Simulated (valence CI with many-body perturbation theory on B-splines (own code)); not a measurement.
E1 transitions of Ir⁶⁴⁺

Calculated by valence CI with perturbative core correlation (CI+MBPT): three valence electrons over a frozen Dirac-Fock core [Ne], radial functions for each j: 11 s, 11 p, 10 d, 8 f, 5 g, 2 h, with the one-electron correlation potential Σ1 (screened to all orders), the two-electron term Σ2, the three-electron term Σ3, Breit, model QED; selected single and double excitations, second order for the rest, scaled by the run's own slope (own B-spline code, finite nucleus).

The last digits are not significant, and no measured levels were compared; by estimate large intervals hold to a few tenths of a per cent, small ones and those within an open d or f shell to about a per cent.

Lines 101 to 150 of 591 in falling wavelength, among levels below 29196 × 10³ cm⁻¹, chosen from the strongest by gf and those to the six lowest levels. Wavelengths and rates use the calculated energies. Electric multipoles are in the length gauge with retardation, E1 and E2 with the static RPA response of the core. Weak lines are less certain than strong ones. Lines between different terms over intervals too small for the method are left out, as are lines whose strength nearly cancels. The highest levels of a list are the least certain.

Levels are named by their leading jj configuration (3d3/2^4 stands for four electrons in 3d with j = 3/2), which in mixed levels can hold well under half, so a name can repeat and another be missing. Letters in brackets count levels of one name in rising energy.

```
λ vac (nm)                          Upper                          Lower   A (s⁻¹)  S (a.u.)
     3.872     (3s 3p1/2 3d5/2) J=5/2 [a]         (3s 3p1/2 3p3/2) J=5/2  1.04e+10  1.79e-03
     3.868  (3p3/2 3d3/2 3d5/2) J=3/2 [a]      (3p3/2^2 3d3/2) J=3/2 [a]  1.13e+11  1.29e-02
     3.864          (3d3/2 3d5/2^2) J=9/2  (3p3/2 3d3/2 3d5/2) J=7/2 [b]  4.49e+10  1.28e-02
     3.863  (3p3/2 3d3/2 3d5/2) J=5/2 [b]      (3p3/2^2 3d3/2) J=3/2 [a]  2.08e+11  3.55e-02
     3.858         (3s 3d3/2 3d5/2) J=1/2     (3s 3p3/2 3d3/2) J=1/2 [b]  2.71e+11  1.54e-02
     3.854      (3d3/2 3d5/2^2) J=7/2 [a]  (3p3/2 3d3/2 3d5/2) J=5/2 [b]  1.50e+11  3.39e-02
     3.853      (3p3/2 3d5/2^2) J=5/2 [b]          (3p3/2^2 3d5/2) J=3/2  2.22e+11  3.77e-02
     3.838  (3p3/2 3d3/2 3d5/2) J=3/2 [c]      (3p3/2^2 3d3/2) J=3/2 [b]  1.99e+11  2.22e-02
     3.825      (3d3/2 3d5/2^2) J=7/2 [b]  (3p3/2 3d3/2 3d5/2) J=9/2 [b]  9.53e+10  2.11e-02
     3.821     (3s 3d3/2 3d5/2) J=5/2 [b]     (3s 3p3/2 3d3/2) J=3/2 [b]  1.75e+11  2.89e-02
     3.820     (3s 3p1/2 3d5/2) J=5/2 [b]     (3s 3p1/2 3p3/2) J=3/2 [b]  1.89e+11  3.12e-02
     3.819      (3p3/2 3d5/2^2) J=5/2 [a]          (3p3/2^2 3d5/2) J=7/2  1.25e+11  2.07e-02
     3.819                (3d5/2^3) J=5/2      (3p3/2 3d5/2^2) J=5/2 [b]  3.98e+11  6.56e-02
     3.818             (3s 3d5/2^2) J=9/2     (3s 3p3/2 3d5/2) J=7/2 [a]  3.18e+11  8.74e-02
     3.818          (3d3/2^2 3d5/2) J=3/2          (3p3/2 3d3/2^2) J=1/2  1.02e+11  1.12e-02
     3.813             (3s 3d5/2^2) J=3/2         (3s 3p3/2 3d5/2) J=1/2  1.94e+11  2.12e-02
     3.808  (3p1/2 3d3/2 3d5/2) J=5/2 [a]  (3p1/2 3p3/2 3d3/2) J=3/2 [a]  1.53e+11  2.51e-02
     3.805      (3d3/2^2 3d5/2) J=5/2 [a]      (3p3/2 3d3/2^2) J=3/2 [a]  1.83e+11  2.99e-02
     3.801          (3p1/2^2 3d5/2) J=5/2     (3s 3p1/2 3d3/2) J=3/2 [b]  7.27e+10  1.18e-02
     3.797          (3d3/2^2 3d5/2) J=9/2          (3p3/2 3d3/2^2) J=7/2  3.28e+11  8.85e-02
     3.797      (3p3/2 3d5/2^2) J=7/2 [a]          (3p3/2^2 3d5/2) J=7/2  1.03e+11  2.23e-02
     3.792      (3p3/2 3d5/2^2) J=7/2 [a]          (3p3/2^2 3d5/2) J=9/2  8.45e+10  1.82e-02
     3.791  (3p1/2 3p3/2 3d5/2) J=5/2 [a]          (3p1/2 3p3/2^2) J=5/2  1.49e+11  2.40e-02
     3.781          (3d3/2^2 3d5/2) J=7/2          (3p3/2 3d3/2^2) J=7/2  8.18e+10  1.75e-02
     3.780                (3d5/2^3) J=5/2      (3p3/2 3d5/2^2) J=7/2 [b]  1.69e+11  2.70e-02
     3.779      (3d3/2 3d5/2^2) J=7/2 [b]  (3p3/2 3d3/2 3d5/2) J=5/2 [c]  9.21e+10  1.96e-02
     3.778             (3s 3d5/2^2) J=7/2     (3s 3p3/2 3d5/2) J=7/2 [b]  1.70e+11  3.63e-02
     3.776  (3p3/2 3d3/2 3d5/2) J=5/2 [d]      (3p3/2^2 3d3/2) J=3/2 [b]  3.63e+11  5.78e-02
     3.772      (3d3/2 3d5/2^2) J=5/2 [b]  (3p3/2 3d3/2 3d5/2) J=5/2 [c]  1.46e+11  2.32e-02
     3.768         (3s 3p3/2 3d5/2) J=1/2             (3s 3p3/2^2) J=1/2  4.22e+11  2.23e-02
     3.765          (3d3/2^2 3d5/2) J=7/2          (3p3/2 3d3/2^2) J=5/2  2.59e+11  5.46e-02
     3.764          (3p1/2 3d5/2^2) J=5/2  (3p1/2 3p3/2 3d5/2) J=7/2 [b]  7.45e+10  1.18e-02
     3.764         (3s 3p1/2 3d5/2) J=3/2     (3s 3p1/2 3p3/2) J=3/2 [b]  7.47e+10  7.87e-03
     3.762      (3p1/2 3p3/2 3d5/2) J=1/2          (3p1/2 3p3/2^2) J=1/2  3.50e+11  1.84e-02
     3.762     (3s 3p3/2 3d5/2) J=5/2 [a]             (3s 3p3/2^2) J=5/2  2.56e+11  4.04e-02
     3.761          (3p3/2 3d5/2^2) J=9/2          (3p3/2^2 3d5/2) J=7/2  2.37e+11  6.21e-02
     3.758  (3p1/2 3d3/2 3d5/2) J=5/2 [b]  (3p1/2 3p3/2 3d3/2) J=3/2 [b]  1.73e+11  2.71e-02
     3.756          (3p3/2 3d5/2^2) J=9/2          (3p3/2^2 3d5/2) J=9/2  3.41e+11  8.91e-02
     3.756                (3d5/2^3) J=9/2          (3p3/2 3d5/2^2) J=9/2  3.96e+11  1.04e-01
     3.754  (3p1/2 3d3/2 3d5/2) J=7/2 [a]  (3p1/2 3p3/2 3d3/2) J=5/2 [a]  1.86e+11  3.89e-02
     3.754      (3d3/2 3d5/2^2) J=3/2 [b]  (3p3/2 3d3/2 3d5/2) J=1/2 [b]  2.19e+11  2.28e-02
     3.754     (3s 3d3/2 3d5/2) J=3/2 [b]     (3s 3p3/2 3d3/2) J=3/2 [b]  1.78e+11  1.86e-02
     3.752      (3p1/2 3d3/2 3d5/2) J=9/2      (3p1/2 3p3/2 3d3/2) J=7/2  2.40e+11  6.26e-02
     3.748  (3p3/2 3d3/2 3d5/2) J=7/2 [c]          (3p3/2^2 3d3/2) J=5/2  5.15e+11  1.07e-01
     3.748          (3p3/2^2 3d5/2) J=3/2          (3p1/2 3d3/2^2) J=3/2  1.90e+11  1.98e-02
     3.742      (3d3/2^2 3d5/2) J=5/2 [b]      (3p3/2 3d3/2^2) J=3/2 [b]  3.31e+11  5.13e-02
     3.741          (3d3/2^2 3d5/2) J=1/2          (3p3/2 3d3/2^2) J=1/2  2.65e+11  1.37e-02
     3.740                (3d5/2^3) J=3/2          (3p3/2 3d5/2^2) J=1/2  2.56e+11  2.64e-02
     3.738      (3d3/2 3d5/2^2) J=5/2 [b]  (3p3/2 3d3/2 3d5/2) J=7/2 [c]  1.27e+11  1.97e-02
     3.736     (3s 3d3/2 3d5/2) J=7/2 [a]     (3s 3p3/2 3d3/2) J=5/2 [a]  2.93e+11  6.04e-02
```
